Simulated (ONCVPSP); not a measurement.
## lanthanum (La), ONCV: configuration errors across variants

ONCVPSP 4.0.1 input, shortened (lines: element, Z, core and valence counts, functional; n l f; lmax; l rc ep ncon nbas qcut; lloc lpopt rc5 dvloc0; l nproj debl; icmod fcfact rcfact), PBE, scalar-relativistic:

```
  La 57.00    9    4        4      upf
    1    0    2.00
    2    0    2.00
    2    1    6.00
    3    0    2.00
    3    1    6.00
    3    2   10.00
    4    0    2.00
    4    1    6.00
    4    2   10.00
    5    0    2.00
    5    1    6.00
    5    2    1.50
    6    0    1.50
    3
    0    2.45    0.00    4    7    6.10
    1    2.10    0.00    4    9    3.60
    2    3.00    0.00    4    9    6.10
    3    3.30    0.03    4    8    3.50
    4    1    1.40    2.00
    0    2    0.50
    1    3    1.00
    2    2    1.60
    3    1    1.00
    3    2.50    1.75
```

In the f channel the program set the typed energies aside and used -0.129 Ha.

All-electron excitation energies from the reference (eV): (1) 5s2 5p6 5d1 6s2 -0.348; (2) 5s2 5p6 5d1 6s1 5.619; (3) 5s2 5p6 5d1 6s0 16.507; (4) 5s2 5p6 5d2 6s1 0.446.

Errors AE − PS in meV (a dash: test not solved or not reliable):

| change | (1) | (2) | (3) | (4) | bound ghosts | GHOST(+) flags above zero |
| --- | --- | --- | --- | --- | --- | --- |
| base | -1.7 | -2.2 | -17 | -3.2 | none | s, p |
| core correction Teter function, fcfact 1.6, rcfact 1.75 | -1.2 | -1.5 | -11 | -2.8 | none | s, p |
| core correction Teter function, fcfact 3.6, rcfact 1.75 | -2.3 | -3.2 | -23 | -3.6 | none | s, p |
| core correction Teter function, fcfact 4.5, rcfact 1.75 | -2.7 | -3.9 | -29 | -3.9 | none | s, p |
| core correction Teter function, fcfact 5.6, rcfact 1.75 | -3.1 | -4.8 | -34 | -4.2 | none | s, p |
| core correction Teter function, fcfact 6.8, rcfact 1.75 | -3.6 | -5.7 | -41 | -4.5 | none | s, p |
| core correction Teter function, fcfact 7.4, rcfact 1.75 | -3.8 | -6.1 | -44 | -4.7 | none | s, p |

Question: Give the same row for: core correction Teter function, fcfact 2.7, rcfact 1.75.

Answer: -1.8, -2.4, -18, -3.2; bound ghosts: none; GHOST(+) flags above zero: s, p.
